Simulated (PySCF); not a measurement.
BBr2, SMILES Br[B]Br, multiplicity 2. Atoms are numbered in the order given.

```xyz
3

Br     0.0000    -1.6866    -0.0570
B      0.0000     0.0000     0.7974
Br     0.0000     1.6866    -0.0570
```
Charge 0, spin multiplicity 2.

The structure is a stationary point at PBE-D3(BJ)/def2-TZVP. The isomer is the one that the SMILES or the coordinates give; other isomers of the formula were not compared.

Computed with PySCF with PBE-D3(BJ)/def2-TZVP.

Frequencies are harmonic and unscaled.

| mode | ν (cm⁻¹) | IR (km/mol) | moving atoms (share of kinetic energy) |
|---|---|---|---|
| 1 | 169 | 0.0 | Br 90 %, B 10 % |
| 2 | 541 | 7.4 | B 83 %, Br 17 % |
| 3 | 837 | 325.4 | B 92 % |
